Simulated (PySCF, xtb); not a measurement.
silole (C4H6Si), SMILES C1[SiH2]C=CC=1.

Harmonic wavenumbers (cm⁻¹) from GFN2-xTB in xtb at its own minimum, in rising order: 230, 368, 477, 477, 538, 602, 648, 723, 744, 780, 788, 828, 912, 918, 1003, 1113, 1123, 1265, 1331, 1549, 1616, 2243, 2248, 3046, 3056, 3096, 3097.

Task: What does TPSSh-D3(BJ)/def2-SVP (PySCF) give at its own minimum? (Estimate from the structure and the level; the computed values follow.)

Result: 240, 375, 494, 547, 620, 678, 706, 735, 753, 766, 884, 942, 969, 1004, 1004, 1100, 1110, 1302, 1364, 1553, 1624, 2243, 2247, 3146, 3160, 3209, 3211. Paired by order, the mean absolute difference is 46 cm⁻¹ and the zero-point energies are 49.8 and 51.4 kcal/mol.
